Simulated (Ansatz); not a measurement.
`C#CB(O)F` + CH₃SH → `CSB(O)F` + `C#C` at 500 K and 1 bar (ligand exchange at a B–C bond).

Calculated with Ansatz (gas phase, PBE0-D4/def2-TZVP geometries, no zero-point term in ΔE). CBS: MP2 limit from def2 TZ/QZ plus the TZ coupled-cluster correction, frozen cores. This one scheme is used for every species. One conformer a species, not always the lowest.

```json
{"species": "`C#CB(O)F`", "CCSD(T)/CBS energy (Eh)": "-277.13346", "H − E (kJ/mol)": "143.3", "S (J/(mol·K))": "349.2"}
{"species": "CH₃SH", "CCSD(T)/CBS energy (Eh)": "-438.22835", "H − E (kJ/mol)": "145.1", "S (J/(mol·K))": "283.7"}
{"species": "`CSB(O)F`", "CCSD(T)/CBS energy (Eh)": "-638.14232", "H − E (kJ/mol)": "202.1", "S (J/(mol·K))": "388.4"}
{"species": "`C#C`", "CCSD(T)/CBS energy (Eh)": "-77.22717", "H − E (kJ/mol)": "90.7", "S (J/(mol·K))": "225.3"}
```

H − E and S are ideal-gas, rigid-rotor, harmonic terms from PBE0-D4/def2-TZVP, for one conformer and one mirror image of each species. 1 Eh = 2625.50 kJ/mol, R = 8.31446 J/(mol·K).

By hand: ΔE, ΔH, ΔS and ΔG.

ΔE = (-638.14232) + (-77.22717) − (-277.13346) − (-438.22835) = -0.00768 Eh = -20.2 kJ/mol. Δ(H − E) = 202.1 + 90.7 − 143.3 − 145.1 = 4.4, so ΔH = -15.8 kJ/mol. ΔS = 388.4 + 225.3 − 349.2 − 283.7 = -19.2 J/(mol·K). ΔG = -15.8 − 500 × (-19.2)/1000 = -6.2 kJ/mol.

By hand: the equilibrium constant, and the temperature at which ΔG would vanish if ΔH and ΔS stayed fixed.

log₁₀ K = −ΔG/(RT ln 10) = 0.6. ΔG = 0 at ΔH/ΔS = 823 K, though so small a ΔS makes that figure unsure.

TΔS isn't small against ΔH here. A doubt of 5 kJ/mol in ΔE shifts log₁₀ K by 0.5 here. Other conformers and mirror images would add mixing entropy, several J/(mol·K) or more a flexible species. These are equilibria of isolated gas molecules and say nothing of rates. Largest T1 diagnostic: 0.014 (customary marks: 0.02 for closed shells, 0.045 for open ones).
